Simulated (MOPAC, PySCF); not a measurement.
C5H8, SMILES `C=C1C[C@@H]1C`, neutral singlet in the gas phase. 

Cartesian coordinates (Å):
SMILES: C=C1C[C@@H]1C
```xyz
13

C     -1.9998     0.1252    -0.5915
C     -0.8920    -0.1043     0.0802
C     -0.1650    -0.0151     1.3485
C      0.4944    -0.5682     0.0751
C      1.5736     0.2233    -0.6269
H     -2.8701     0.5619    -0.1149
H     -2.0808    -0.1170    -1.6451
H     -0.4074    -0.7113     2.1437
H      0.1568     0.9624     1.6930
H      0.6413    -1.6448     0.0662
H      1.3617     1.2928    -0.5734
H      1.6362    -0.0506    -1.6824
H      2.5511     0.0458    -0.1725
```
Charge 0, multiplicity 1.

All levels are single points at this geometry (B3LYP-D3(BJ)/def2-TZVP); Pople sets use spherical d functions. Orbital energies aren't observables, and empty levels follow the basis.

AM1 in MOPAC gives HOMO (eV) = -10.14.

Estimate the HOMO (eV) from each of these levels: B3LYP-D3(BJ)/def2-TZVP in PySCF; PBE-D3(BJ)/def2-TZVP in PySCF; B3LYP/6-311+G** in PySCF; BP86/6-31G* in PySCF; SVWN5/6-31G* in PySCF; HF/3-21G in PySCF; HF/STO-3G in PySCF; PM7 in MOPAC.


```csv
level,HOMO (eV)
B3LYP-D3(BJ)/def2-TZVP in PySCF,-7.15
PBE-D3(BJ)/def2-TZVP in PySCF,-6.25
B3LYP/6-311+G** in PySCF,-7.17
BP86/6-31G* in PySCF,-6.00
SVWN5/6-31G* in PySCF,-6.03
HF/3-21G in PySCF,-9.81
HF/STO-3G in PySCF,-8.44
PM7 in MOPAC,-10.33
```
